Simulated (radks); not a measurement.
The numbers below are computed, except where a source is named.
Coulomb parameter of the 4f shell of the dysprosium ion Dy+ in the model configuration [Xe] 4f9.5 6s1.5, as a second difference U = [E(n + 0.5) + E(n - 0.5) - 2 E(n)] / (0.5)^2 with all orbitals relaxed. "Bare": the charge of the atom changes with n. "Screened": the 6s shell takes up the change at fixed total charge, which measures U(4f,4f) + U(6s,6s) - 2 U(4f,6s). Level of theory: Dirac Kohn-Sham, PBE, spin-unpolarised, spherical densities, point nucleus; open shells are shared between the two j in proportion to 2j + 1 (a radial shooting solver on a logarithmic mesh with Libxc functionals).

| case | configuration | E - E(n) (eV) |
|---|---|---|
| start | [Xe] 4f9.5 6s1.5 | 0.000 |
| bare +0.5 | [Xe] 4f10 6s1.5 | -4.864 |
| bare -0.5 | [Xe] 4f9 6s1.5 | 8.774 |
| screened +0.5 | [Xe] 4f10 6s1 | -1.107 |
| screened -0.5 | [Xe] 4f9 6s2 | 2.805 |

U(bare) = 15.639 eV, U(screened by 6s) = 6.791 eV.
